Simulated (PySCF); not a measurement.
All of these have the formula C5H7FO3. Theory: TDDFT PBE0/def2-SVPD, vertical, gas phase, core orbitals frozen in the response (PySCF). Geometries: GFN2-xTB; one conformer of each isolated species. Triplets are in the Tamm–Dancoff approximation.

A. `CO[C@@H]1OC[C@@H](F)C1=O`
B. `C=C[C@@H]1OCO[C@@H](F)O1`
C. `F/C(=C/OC(C)=O)OC`
D. `COCOC(=O)/C=C/F`

Lowest singlet levels (six at most, fewer where fewer were computed) with oscillator strengths:

1. 220 nm (f 0.072); 211 nm (f 0.003); 195 nm (f 0.008); 187 nm (f 0.023); 175 nm (f 0.184); 172 nm (f 0.059); T1 4.23 eV
2. 247 nm (f 0.000); 202 nm (f 0.027); 196 nm (f 0.344); 187 nm (f 0.103); 161 nm (f 0.009); 161 nm (f 0.030); T1 3.87 eV
3. 331 nm (f 0.001); 232 nm (f 0.001); 220 nm (f 0.001); 186 nm (f 0.002); 173 nm (f 0.002); 171 nm (f 0.005); T1 3.15 eV
4. 176 nm (f 0.002); 165 nm (f 0.000); 160 nm (f 0.002); 158 nm (f 0.469); 153 nm (f 0.039); 152 nm (f 0.003); T1 4.48 eV

Question: Which spectrum belongs to which structure?

Answer: 1 = C, 2 = D, 3 = A, 4 = B.
- A: S1 at 3.75 eV, HOMO→LUMO (97%); Löwdin shares by element: HOMO oxygen 52% or more, carbon 23% or more (atoms not listed hold the other 25%); LUMO carbon 50% or more, oxygen 32% or more (atoms not listed hold the other 18%); HOMO -7.73 and LUMO -1.84 eV.
- B: S1 at 7.04 eV, HOMO-1→LUMO (93%); Löwdin shares by element: HOMO carbon 84% or more (atoms not listed hold the other 16%); LUMO carbon 70% or more, hydrogen 12% or more (atoms not listed hold the other 18%); HOMO -8.42 and LUMO -0.39 eV.
- C: S1 at 5.63 eV, HOMO→LUMO (94%); Löwdin shares by element: HOMO carbon 54% or more, oxygen 28% or more (atoms not listed hold the other 19%); LUMO carbon 40% or more, oxygen 34% or more (atoms not listed hold the other 26%); HOMO -6.81 and LUMO -0.08 eV.
- D: S1 at 5.03 eV, HOMO→LUMO (61%), HOMO-2→LUMO (22%), HOMO-1→LUMO (14%); Löwdin shares by element: HOMO oxygen 63%, carbon 10% or more (atoms not listed hold the other 28%); LUMO carbon 64% or more, oxygen 13% or more (atoms not listed hold the other 23%); HOMO -8.22 and LUMO -1.50 eV.
